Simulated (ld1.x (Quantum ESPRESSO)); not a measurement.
## Reading a pseudo-wave (silver (Ag))

Columns: radius, all-electron u(r) and pseudo u(r) of the 4d shell (level -22.05 eV) of silver in the configuration [Ar] 3d10 4s2 4p6 4d9.5 5s0 5p0; Wu–Cohen, scalar-relativistic, TM scheme, ld1.x (Quantum ESPRESSO) 7.5.

```json
{"r (bohr)": "0.085", "all-electron": "0.1681", "pseudo": "-0.0029"}
{"r (bohr)": "0.170", "all-electron": "0.4202", "pseudo": "-0.0226"}
{"r (bohr)": "0.255", "all-electron": "0.4437", "pseudo": "-0.0718"}
{"r (bohr)": "0.340", "all-electron": "0.2734", "pseudo": "-0.1562"}
{"r (bohr)": "0.425", "all-electron": "0.0176", "pseudo": "-0.2729"}
{"r (bohr)": "0.510", "all-electron": "-0.2450", "pseudo": "-0.4111"}
{"r (bohr)": "0.595", "all-electron": "-0.4732", "pseudo": "-0.5551"}
{"r (bohr)": "0.680", "all-electron": "-0.6518", "pseudo": "-0.6881"}
{"r (bohr)": "0.765", "all-electron": "-0.7791", "pseudo": "-0.7966"}
{"r (bohr)": "0.850", "all-electron": "-0.8605", "pseudo": "-0.8733"}
{"r (bohr)": "0.935", "all-electron": "-0.9040", "pseudo": "-0.9165"}
{"r (bohr)": "1.020", "all-electron": "-0.9186", "pseudo": "-0.9304"}
{"r (bohr)": "1.105", "all-electron": "-0.9118", "pseudo": "-0.9213"}
{"r (bohr)": "1.190", "all-electron": "-0.8901", "pseudo": "-0.8963"}
{"r (bohr)": "1.275", "all-electron": "-0.8582", "pseudo": "-0.8614"}
{"r (bohr)": "1.360", "all-electron": "-0.8199", "pseudo": "-0.8211"}
{"r (bohr)": "1.445", "all-electron": "-0.7779", "pseudo": "-0.7781"}
{"r (bohr)": "1.530", "all-electron": "-0.7339", "pseudo": "-0.7340"}
{"r (bohr)": "1.615", "all-electron": "-0.6895", "pseudo": "-0.6895"}
{"r (bohr)": "1.700", "all-electron": "-0.6455", "pseudo": "-0.6455"}
{"r (bohr)": "1.785", "all-electron": "-0.6026", "pseudo": "-0.6026"}
{"r (bohr)": "1.870", "all-electron": "-0.5611", "pseudo": "-0.5611"}
{"r (bohr)": "1.955", "all-electron": "-0.5214", "pseudo": "-0.5214"}
{"r (bohr)": "2.040", "all-electron": "-0.4836", "pseudo": "-0.4836"}
{"r (bohr)": "2.125", "all-electron": "-0.4478", "pseudo": "-0.4478"}
{"r (bohr)": "2.210", "all-electron": "-0.4141", "pseudo": "-0.4141"}
```

(1) How many radial nodes do the two functions have?

(2) At about which radius was the pseudo-wave matched?

(3) Where does each function peak?

(4) Is the pseudo-wave norm-conserving?

Results:

(1) The all-electron 4d function has n − l − 1 = 1; the pseudo-wave has 0, since the states of the same l below it are removed with the core.

(2) 1.65 bohr. The columns agree to 0.0005 from 1.45 bohr on; several derivatives are matched, so the curves merge somewhat inside the radius.

(3) Outermost all-electron maximum near 1.02 bohr, pseudo maximum near 1.02 bohr (to the table’s step).

(4) Yes: the TM scheme keeps the norm inside the radius equal to the all-electron one, which fixes the energy derivative of the logarithmic derivative at the level.
